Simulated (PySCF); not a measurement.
Isomers of C3H7FOSi, mass 106.025 u with the commonest isotopes. Method: PySCF 2.14.0, PBE0-D3(BJ)/def2-SVP geometry optimisation, gas phase. One conformer each, none proved a minimum here; rigid rotors.

Question: Order these by rotational constant A, smallest first.
A. `[CH3:1][O:2][C@@H:3]1[SiH2:4][C@@H:5]1[F:6]` with C1–O2–C3–Si4 151°
B. `[F:1][C@@H:2]1[CH2:3][C@H:4]1[O:5][SiH3:6]` with C3–C4–O5–Si6 152°
C. `[CH2:1]=[C:2]([CH2:3][F:4])[SiH2:5][OH:6]` with C1–C2–C3–F4 -146°, C1–C2–Si5–O6 118°, C2–Si5–O6–H 41°
D. `[F:1][CH2:2]/[CH:3]=[CH:4]/[O:5][SiH3:6]` with F1–C2–C3–C4 113°, C3–C4–O5–Si6 0°

Answer: C (3298 MHz), A (4395 MHz), B (6211 MHz), D (8430 MHz).

Question: Order these by out-of-plane moment Σ m c² = (Ia + Ib − Ic)/2, smallest first.
A. `[F:1][C@@H:2]1[CH2:3][C@H:4]1[O:5][SiH3:6]` with C3–C4–O5–Si6 152°
B. `[CH3:1][O:2][C@@H:3]1[SiH2:4][C@@H:5]1[F:6]` with C1–O2–C3–Si4 151°
C. `[CH2:1]=[C:2]([CH2:3][F:4])[SiH2:5][OH:6]` with C1–C2–C3–F4 -146°, C1–C2–Si5–O6 118°, C2–Si5–O6–H 41°
D. `[F:1][CH2:2]/[CH:3]=[CH:4]/[O:5][SiH3:6]` with F1–C2–C3–C4 113°, C3–C4–O5–Si6 0°

Answer: A (13.76 u·Å²), D (14.64 u·Å²), C (19.46 u·Å²), B (20.88 u·Å²).

Question: Order these by rotational constant C, smallest first.
A. `[F:1][C@@H:2]1[CH2:3][C@H:4]1[O:5][SiH3:6]` with C3–C4–O5–Si6 152°
B. `[CH2:1]=[C:2]([CH2:3][F:4])[SiH2:5][OH:6]` with C1–C2–C3–F4 -146°, C1–C2–Si5–O6 118°, C2–Si5–O6–H 41°
C. `[F:1][CH2:2]/[CH:3]=[CH:4]/[O:5][SiH3:6]` with F1–C2–C3–C4 113°, C3–C4–O5–Si6 0°
D. `[CH3:1][O:2][C@@H:3]1[SiH2:4][C@@H:5]1[F:6]` with C1–O2–C3–Si4 151°

Answer: C (1015 MHz), A (1329 MHz), B (1627 MHz), D (1726 MHz).

```json
{"SMILES": "F[C@@H]1C[C@H]1O[SiH3]", "point group": "C1", "Ia (u·Å²)": "81.37", "Ib (u·Å²)": "326.51", "Ic (u·Å²)": "380.36", "κ": "-0.91", "μa (D)": "0.55", "μb (D)": "0.31", "μc (D)": "0.19"}
{"SMILES": "CO[C@@H]1[SiH2][C@@H]1F", "point group": "C1", "Ia (u·Å²)": "114.99", "Ib (u·Å²)": "219.58", "Ic (u·Å²)": "292.83", "κ": "-0.57", "μa (D)": "0.31", "μb (D)": "0.41", "μc (D)": "1.55"}
{"SMILES": "FC/C=C/O[SiH3]", "point group": "C1", "Ia (u·Å²)": "59.95", "Ib (u·Å²)": "467.42", "Ic (u·Å²)": "498.10", "κ": "-0.98", "μa (D)": "1.42", "μb (D)": "0.29", "μc (D)": "1.20"}
{"SMILES": "C=C(CF)[SiH2]O", "point group": "C1", "Ia (u·Å²)": "153.24", "Ib (u·Å²)": "196.38", "Ic (u·Å²)": "310.70", "κ": "0.13", "μa (D)": "2.67", "μb (D)": "0.72", "μc (D)": "0.40"}
```
